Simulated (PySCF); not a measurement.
Calculation: PySCF with PBE-D3(BJ)/def2-TZVP. Gas-phase values, no solvent. One relaxed conformer stands for a flexible species; it need not be the lowest. Excitations are Tamm–Dancoff values on a coarser integration grid. The basis has no diffuse functions, so Rydberg states are missing or too high.

Reference species (SMILES): `N#C/N=C/O` (neutral, multiplicity 1).

| Item | Value |
|---|---|
| LUMO | -2.73 eV |
| T1 excitation (TDA) | 3.84 eV |

Changed species: `C(/OC#N)=N\[H]`.

Predict the effect on the LUMO and T1 excitation (TDA).

the LUMO rises by 0.51 eV, to -2.22 eV; the T1 excitation (TDA) rises by 1.00 eV, to 4.84 eV.
